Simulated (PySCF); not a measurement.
HOZn, SMILES [OH][Zn+], charge +1.

Coordinates come from a B3LYP-D3(BJ)/def2-TZVP optimisation. The multiplicity is an assumed one; other spin states were not compared. The isomer is the one that the SMILES or the coordinates give; other isomers of the formula were not compared.

The numbers are results of C-PCM-ωB97X/def2-TZVPD (PySCF), not measurements.

The values are the electrostatic part of the solvation free energy, E(continuum) − E(gas) at the gas-phase geometry, in a cavity of scaled van der Waals radii (PySCF's table); cavitation and dispersion terms are not included. A continuum can't describe solvent molecules that bind to the metal. In vacuum the orbital gap is 8.61 eV.

```csv
solvent,ε,ΔG(elec) (kcal/mol),gap (eV)
water,78.36,-125.4,10.88
toluene,2.37,-70.4,9.76
1-octanol,9.86,-113.1,10.62
```
